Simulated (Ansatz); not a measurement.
A nudged elastic band was laid between two geometries of Cl₃FH₃HfN (9 atoms, charge 0, multiplicity 1).

Level of theory: RKS BHLYP-D4/def2-SVP (Ansatz 0.2.0).

```
movable images  : 7
climbing image  : yes
spring          : 5.0 eV/Å²
optimiser       : quadratic models (default)
start path      : through a guess of the saddle point
force threshold : 0.05 eV/Å
iteration limit : 60
end points      : relaxed
```

Image 0:

```xyz
9
Properties=species:S:1:pos:R:3
Hf -0.026 -0.642 0.008
N 0.528 -0.009 2.268
H -0.238 -0.211 2.901
H 0.743 0.977 2.372
Cl 2.163 0.172 -0.417
Cl -1.748 0.961 0.337
Cl -0.605 -1.422 -2.145
F -0.173 -2.299 0.945
H 1.333 -0.524 2.608
```

Image 8:

```xyz
9
Properties=species:S:1:pos:R:3
Hf 0.538 -0.223 -0.013
N -0.115 -0.486 2.292
H -1.108 -0.354 2.446
H 0.367 0.180 2.886
Cl 1.336 0.013 -2.224
Cl -0.476 1.903 0.289
Cl -0.895 -2.096 -0.288
F 2.212 -0.523 0.853
H 0.118 -1.411 2.637
```

(1) What changes between the two ends?

(2) What energy profile does the band end with?

(3) What is the geometry of the highest image?

Answers

(1) No bond is made or broken.  The two ends are copies of one structure, up to a mirror image or an exchange of like atoms.

(2) It converged. The highest image is number 4 of 0 to 8, 25.5 kJ/mol above the ends, which have the same energy within 2 meV. A vibrational analysis at the climbing image gives one clearly imaginary mode, 59i cm⁻¹, and a faint second one (13i cm⁻¹) that may be numerical noise or a soft torsion: probably a first-order saddle point.

```json
{"image": "0", "path coordinate (Å)": "0.00", "energy (kJ/mol)": "0.0"}
{"image": "1", "path coordinate (Å)": "0.67", "energy (kJ/mol)": "5.5"}
{"image": "2", "path coordinate (Å)": "1.34", "energy (kJ/mol)": "15.8"}
{"image": "3", "path coordinate (Å)": "2.01", "energy (kJ/mol)": "23.1"}
{"image": "4", "path coordinate (Å)": "2.68", "energy (kJ/mol)": "25.5"}
{"image": "5", "path coordinate (Å)": "3.38", "energy (kJ/mol)": "22.9"}
{"image": "6", "path coordinate (Å)": "4.08", "energy (kJ/mol)": "14.7"}
{"image": "7", "path coordinate (Å)": "4.77", "energy (kJ/mol)": "4.1"}
{"image": "8", "path coordinate (Å)": "5.47", "energy (kJ/mol)": "0.0"}
```

(3) 
```xyz
9
Properties=species:S:1:pos:R:3
Hf 0.276 -0.479 -0.018
N 0.208 -0.213 2.327
H -0.728 -0.348 2.696
H 0.482 0.719 2.619
Cl 1.920 0.515 -1.372
Cl -1.157 1.444 0.283
Cl -1.235 -1.875 -1.157
F 1.386 -1.871 0.734
H 0.823 -0.890 2.766
```

Time of the run: 4.1 min on 4 threads of Arm Neoverse V2, with other jobs on the host, peak memory 0.4 GiB.
